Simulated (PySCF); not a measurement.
## First hyperpolarisability: `InChI=1S/C4H3BF2OS/c1-9-4-2(3(4)8)5(6)7/h1H3`

Geometry (Å), atoms numbered from 1 in this order:
```xyz
12

C     2.0341    0.5094   -0.0793
S     1.5569   -1.1157   -0.7599
C    -0.0925   -1.1232   -0.5039
C    -1.1644   -0.3915   -0.0096
B    -1.5957    0.9029    0.6621
F    -2.8498    1.2186    0.8988
F    -0.7161    1.8112    1.0620
C    -1.4322   -1.6739   -0.5633
O    -2.1362   -2.5786   -0.8733
H     1.7190    0.5703    0.9568
H     1.5639    1.2942   -0.6625
H     3.1141    0.5755   -0.1538
```

Computed, not measured: PySCF 2.14.0, quadratic response B3LYP/def2-SVPD first hyperpolarisability, Taylor convention, gas phase. Geometry: GFN2-xTB.

Task: What is the first hyperpolarisability, and how does it disperse?

Result: In au, Taylor convention; the vector part is βᵢ = ⅓ Σⱼ (βᵢⱼⱼ + βⱼᵢⱼ + βⱼⱼᵢ); β∥ is 3/5 of the vector part along the dipole, the dipole points from − to +:
| process | λ (nm) | β vector norm | β∥ | β HRS | depolarisation ratio |
| --- | --- | --- | --- | --- | --- |
| static β(0;0,0) | ∞ | 217.5 | -64.0 | 99.2 | 3.81 |
| second harmonic β(−2ω;ω,ω) | 1550 | 262.8 | -58.8 | 118.5 | 3.93 |
| Pockels β(−ω;ω,0) | 1550 | 230.8 | -62.6 | – | – |
| second harmonic β(−2ω;ω,ω) | 1064 | 338.1 | -48.5 | 150.1 | 4.08 |
| Pockels β(−ω;ω,0) | 1064 | 247.8 | -60.6 | – | – |
| Pockels β(−ω;ω,0) | 694.3 | 302.9 | -53.5 | – | – |

Second harmonics within 0.3 eV of the first excitation or beyond it are left out.

Task: Which lowest excitations, dipole and polarisabilities go with it?

Result: S1 3.24 eV (f = 0.000); S2 4.64 eV (f = 0.218); S3 5.47 eV (f = 0.001); dipole 5.26 D; isotropic α 85.9 au static, 86.4 au at 1550 nm, 87.1 au at 1064 nm, 88.2 au at 775 nm, 88.9 au at 694.3 nm, 91.4 au at 532 nm.
